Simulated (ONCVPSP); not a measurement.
# An all-electron radial function and its pseudo partner (Ba)

Columns: radius, all-electron u(r) and pseudo u(r) of the 5p shell (level -30.93 eV) of barium in the configuration [Kr] 4d10 5s2 5p6; PBEsol, scalar-relativistic, ONCV scheme, ONCVPSP 4.0.1.

```json
{"r (bohr)": "0.132", "all-electron": "0.0991", "pseudo": "0.0109"}
{"r (bohr)": "0.265", "all-electron": "0.2096", "pseudo": "0.0433"}
{"r (bohr)": "0.398", "all-electron": "-0.2038", "pseudo": "0.0960"}
{"r (bohr)": "0.530", "all-electron": "-0.4261", "pseudo": "0.1664"}
{"r (bohr)": "0.663", "all-electron": "-0.3586", "pseudo": "0.2526"}
{"r (bohr)": "0.795", "all-electron": "-0.1287", "pseudo": "0.3491"}
{"r (bohr)": "0.928", "all-electron": "0.1457", "pseudo": "0.4516"}
{"r (bohr)": "1.060", "all-electron": "0.3922", "pseudo": "0.5514"}
{"r (bohr)": "1.193", "all-electron": "0.5868", "pseudo": "0.6431"}
{"r (bohr)": "1.325", "all-electron": "0.7213", "pseudo": "0.7188"}
{"r (bohr)": "1.458", "all-electron": "0.8030", "pseudo": "0.7752"}
{"r (bohr)": "1.590", "all-electron": "0.8399", "pseudo": "0.8086"}
{"r (bohr)": "1.723", "all-electron": "0.8425", "pseudo": "0.8186"}
{"r (bohr)": "1.855", "all-electron": "0.8200", "pseudo": "0.8059"}
{"r (bohr)": "1.988", "all-electron": "0.7799", "pseudo": "0.7736"}
{"r (bohr)": "2.120", "all-electron": "0.7290", "pseudo": "0.7269"}
{"r (bohr)": "2.252", "all-electron": "0.6718", "pseudo": "0.6714"}
{"r (bohr)": "2.385", "all-electron": "0.6115", "pseudo": "0.6115"}
{"r (bohr)": "2.518", "all-electron": "0.5513", "pseudo": "0.5513"}
{"r (bohr)": "2.650", "all-electron": "0.4933", "pseudo": "0.4933"}
{"r (bohr)": "2.782", "all-electron": "0.4385", "pseudo": "0.4385"}
{"r (bohr)": "2.915", "all-electron": "0.3871", "pseudo": "0.3871"}
{"r (bohr)": "3.048", "all-electron": "0.3401", "pseudo": "0.3401"}
{"r (bohr)": "3.180", "all-electron": "0.2978", "pseudo": "0.2978"}
{"r (bohr)": "3.312", "all-electron": "0.2599", "pseudo": "0.2599"}
{"r (bohr)": "3.445", "all-electron": "0.2258", "pseudo": "0.2258"}
```

Problem. How many radial nodes do the two functions have?

Solution. The all-electron 5p function has n − l − 1 = 3 (the table is too coarse to show those close to the nucleus); the pseudo-wave has 0, since the states of the same l below it are removed with the core.

Problem. At about which radius was the pseudo-wave matched?

Solution. 2.65 bohr. The columns agree to 0.0005 from 2.25 bohr on; several derivatives are matched, so the curves merge somewhat inside the radius.

Problem. Is the pseudo-wave norm-conserving?

Solution. Yes: the ONCV scheme keeps the norm inside the radius equal to the all-electron one, which fixes the energy derivative of the logarithmic derivative at the level.
